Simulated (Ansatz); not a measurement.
One arrangement of a pair

The pair of K⁺ (SMILES [K+], atom 1) and H₂ (SMILES [H][H], atoms 2–3), both closed shells, in one local arrangement (a lower one may exist), relaxed at PBE0-D4/def2-TZVP:

```xyz
3
angstrom
K -0.0420 -0.0534 -2.0299
H -0.2100 -0.2677 1.0311
H 0.2520 0.3211 0.9988
```

Program: Ansatz 0.2.0. Basis: def2-TZVPPD, with def2-QZVPPD for the basis limit. Cores are frozen in the correlated methods. The outer core shell of Li, Na, Mg and K is correlated. The def2 sets are not built for correlating such inner shells, so the correlated values are less sure here. B3LYP uses VWN-RPA correlation. Extrapolation: Hartree–Fock as exp(−7.88 √X), correlation as X^−2.97. Interaction energies count from these two fragments, frozen as in the pair, with the counterpoise correction; negative means bound.

What is the interaction energy by CCSD(T) at an estimated basis limit (MP2 extrapolated from triple and quadruple zeta, plus CCSD(T) − MP2 in triple zeta)? (To be estimated.)

The calculation gives: -8.3 kJ/mol. Hartree–Fock alone gives -6.4 kJ/mol at the basis limit. It counts from the two fragments frozen as in the pair.

The same quantity by other methods in triple zeta, and each one's difference from that estimate:
| method | E_int (kJ/mol) | difference |
| --- | --- | --- |
| PBE-D4 | -11.7 | -3.4 |
| revPBE-D4 | -14.8 | -6.5 |
| BLYP-D4 | -13.7 | -5.4 |
| r2SCAN-D4 | -7.8 | 0.5 |
| B97M-V | -7.8 | 0.5 |
| PBE0-D4 | -10.8 | -2.5 |
| B3LYP-D4 | -12.6 | -4.3 |
| HSE06-D4 | -10.8 | -2.4 |
| wB97X-V | -8.2 | 0.1 |
| wB97M-V | -8.0 | 0.3 |
| B2PLYP | -7.3 | 1.0 |
| HF | -6.1 | 2.2 |
| MP2 | -7.3 | 1.0 |
| CCSD | -7.1 | 1.3 |
| CCSD(T) | -7.2 | 1.1 |
Differences are method less estimate.

Basis-set superposition shift (counterpoise-corrected less uncorrected): CCSD(T) 0.6; MP2 0.5; HF 0.1; PBE0-D4 0.1; wB97M-V 0.1 kJ/mol.

No T1 diagnostic of these runs exceeds 0.006.

For scale, one of the runs: CCSD(T)/def2-TZVPPD, 70 basis functions, launched by `ansatz run in.yaml --threads 2 --pin off --events-out ev --progress --plain --max-ram 5222MiB`. Hardware: 2 CPU threads of an Arm Neoverse V2, shared host. Wall time about 0.5 s.
